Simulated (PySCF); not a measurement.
# Computed properties of ZrF3Cl, SMILES [F][Zr]([F])([F])[Cl], multiplicity 1

ZrF3Cl, SMILES [F][Zr]([F])([F])[Cl], multiplicity 1. Geometry: r2SCAN-D4/def2-SVP. The multiplicity is an assumed one; no other spin state was optimised. The structure was generated by enumeration; whether it is a known compound was not checked. The def2 effective core potentials stand for the cores of Zr; spin–orbit coupling is left out. Other conformers were not sampled. All values are computed for the isolated molecule unless a solvent is named; none is compared with measurement here.

**Structure.** The optimised structure has C3v symmetry. All 9 harmonic modes at r2SCAN-D4/def2-SVP (PySCF) are real, so it is a minimum. With heavy atoms numbered as in [Zr:1]([F:2])([F:3])([F:4])[Cl:5], the shortest bond between them is Zr1–F4 at 1.895 Å and the longest Zr1–Cl5 at 2.351 Å.

**Vibrations.** The strongest infrared lines (harmonic, unscaled, degenerate partners summed) lie at 710 cm⁻¹ (323 km/mol, F 76 %, Zr 24 %), 691 cm⁻¹ (84 km/mol, F 92 %, Zr 8 %), 415 cm⁻¹ (77 km/mol, Cl 67 %, Zr 29 %). The softest mode is at 125 cm⁻¹ and the zero-point energy is 4.7 kcal/mol.

**Electronic structure.** M06-2X/def2-TZVP (PySCF) places the frontier levels at -11.42 and -1.03 eV, a gap of 10.39 eV, and gives a dipole moment of 0.01 D and a mean polarisability of 44.4 bohr³. PBE/def2-TZVP (PySCF) at the same geometry gives -8.54 and -2.69 eV, so its gap is 4.54 eV narrower. An orbital gap is neither the optical nor the fundamental gap.

**Excitations.** TDDFT-M06-2X/def2-SVPD (PySCF) has S1 at 6.80 eV (182 nm, f = 0.000, dark); the most intense of the 10 singlets computed lies at 7.57 eV (f = 0.06). Strengths of degenerate partners are summed. T1 (TDA) is at 6.45 eV. TDDFT-PBE/def2-SVPD (PySCF) puts S1 at 5.79 eV. No vertical singlet excitation falls in the visible range (under 3.1 eV).
